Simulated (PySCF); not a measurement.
# How methods differ on the interval between two levels of V

V [Ar] 3d3 4s2 [4F9/2, M_J = 9/2] → V [Ar] 3d4 4s1 [6D9/2, M_J = 9/2], as a difference of total energies. Computed with PySCF 2.14 in x2c-TZVPall-2c (6s7p4d1f, 54 functions), with the two-component X2C-1e Hamiltonian. Correlated levels: [Ne] frozen; the 6 highest virtual spinors dropped. "Screened" scales the spin-orbit matrix elements by Boettger's factors to mimic the two-electron term; Breit and QED terms are absent.

```tsv
method	interval between two levels (cm⁻¹)	error (cm⁻¹)
GHF (spin-free)	2467.0	+595
GMP2 (spin-free)	337.55	-1534
GHF (screened spin-orbit)	2350.1	+478
GMP2 (screened spin-orbit)	220.08	-1652
```

Reference: 1871.8 cm⁻¹ (measured; NIST Handbook of Basic Atomic Spectroscopic Data (Sansonetti and Martin, J. Phys. Chem. Ref. Data 34, 1559 (2005))).

Errors of the correlated levels include the incompleteness of this basis and the frozen core.

The labels give the starting determinants; with spin-orbit coupling the two ends relaxed to ⟨J²⟩ = 24.77, ⟨L²⟩ = 12.01, ⟨S²⟩ = 3.76 and ⟨J²⟩ = 24.76, ⟨L²⟩ = 6.01, ⟨S²⟩ = 8.75.
